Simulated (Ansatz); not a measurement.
`NC(=S)[TeH]` + H₂O → `OC(=S)[TeH]` + NH₃ at 298.15 K and 1 bar (formal hydrolysis of a C–N bond).

Computed with Ansatz on PBE0-D4/def2-TZVP structures; ΔE is electronic, products minus reactants. CCSD(T)/CBS adds triple-zeta CCSD(T) − MP2 to the extrapolated MP2 energy (def2 sets, frozen cores). This one scheme is used for every species. Elements past krypton have def2 core potentials. For Te outer-core shells are correlated without core-valence functions, which leaves a few kJ/mol of doubt a bond. One conformer a species, not always the lowest.

```csv
species,CCSD(T)/CBS energy (Eh),H − E (kJ/mol),S (J/(mol·K))
`NC(=S)[TeH]`,-760.04170,123.9,337.7
H₂O,-76.37941,66.4,188.7
`OC(=S)[TeH]`,-779.89386,90.2,335.3
NH₃,-56.50880,100.5,192.4
```

H − E and S are ideal-gas, rigid-rotor, harmonic terms from PBE0-D4/def2-TZVP, for one conformer and one mirror image of each species. 1 Eh = 2625.50 kJ/mol, R = 8.31446 J/(mol·K).

Question: By hand: ΔE, ΔH, ΔS and ΔG.

Answer: ΔE = (-779.89386) + (-56.50880) − (-760.04170) − (-76.37941) = 0.01845 Eh = 48.4 kJ/mol. Δ(H − E) = 90.2 + 100.5 − 123.9 − 66.4 = 0.4, so ΔH = 48.8 kJ/mol. ΔS = 335.3 + 192.4 − 337.7 − 188.7 = 1.3 J/(mol·K). ΔG = 48.8 − 298.15 × (1.3)/1000 = 48.4 kJ/mol.

Question: By hand: the equilibrium constant, and the temperature at which ΔG would vanish if ΔH and ΔS stayed fixed.

Answer: log₁₀ K = −ΔG/(RT ln 10) = -8.5. ΔG = 0 at ΔH/ΔS = 37538 K, far beyond where these terms or the molecules hold.

The number of gas molecules stays the same, so ΔS is small and ΔH decides. A doubt of 5 kJ/mol in ΔE shifts log₁₀ K by 0.9 here. Other conformers and mirror images would add mixing entropy, several J/(mol·K) or more a flexible species. Modes under 60 cm⁻¹, often nearly free rotors, make the harmonic entropy too high. These are equilibria of isolated gas molecules and say nothing of rates. Largest T1 diagnostic: 0.016 (customary marks: 0.02 for closed shells, 0.045 for open ones).
